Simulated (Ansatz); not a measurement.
Input for Ansatz (a quantum-chemistry and plane-wave program): R-RI-MP2/aug-cc-pVQZ on H3N3 (a complex). Files ending in .json are basis or fitting sets from the Basis Set Exchange.

Ansatz 0.2 input:
```yaml
crystal:
  periodic: [false, false, false]
  atoms:
    - {symbol: N, position_ang: [-0.15989024, 0.18569666, -0.16589829]}
    - {symbol: H, position_ang: [-0.38509107, 0.33453743, -1.14295921]}
    - {symbol: H, position_ang: [0.76478673, 0.56906909, -0.00636693]}
    - {symbol: H, position_ang: [-0.09523295, -0.81509797, -0.01874501]}
    - {symbol: N, position_ang: [0.47634349, -0.33808229, 2.94851102]}
    - {symbol: N, position_ang: [-0.23219679, 0.12894808, 3.63361178]}
basis:
  gaussian:
    orbitals: aug-cc-pVQZ
    fitting: {mean_field: def2-universal-JKFIT, correlation: aug-cc-pVQZ-RIFIT.json}
magnetization: {spin_polarized: false}
correlation: {method: mp2, electrons: outside_noble_gas}
scf: {lower_state_search: off}
```

The head of its log:

```
WARN ansatz: RAYON_NUM_THREADS=2 ignored (pool sized by the plan → 2); use --threads N
Functional definition: HF
these checks for a lower state are left out or cut short: stability, starts, cluster_reference, orbital_swaps, neighbouring_geometries, increment
integrals: 0.40 GiB planned
285 factors; integrals over basis functions are off by at most 2.7e0 eV
mean field: 0.68 GiB planned
mean field evaluation 1: about -4493.4124 eV, gradient 3.4e1 eV
mean field evaluation 2: about -4495.1434 eV, gradient 1.8e1 eV
mean field evaluation 4: about -4495.7623 eV, gradient 3.3e-1 eV
mean field -4495.76311716 eV, -165.2162472181 hartree, gradient 2.1e-6 eV, S^2 0.000000; 0 other end points of the search recorded, 0 dependent functions left out
3 core orbitals not correlated
744 factors; their error is unknown
reference -4495.76311716 eV, -165.2162472181 hartree; 9, 9 occupied and 366, 366 virtual orbitals, 744 factors
```

What total energy does the run end on?

-165.8716 hartree.
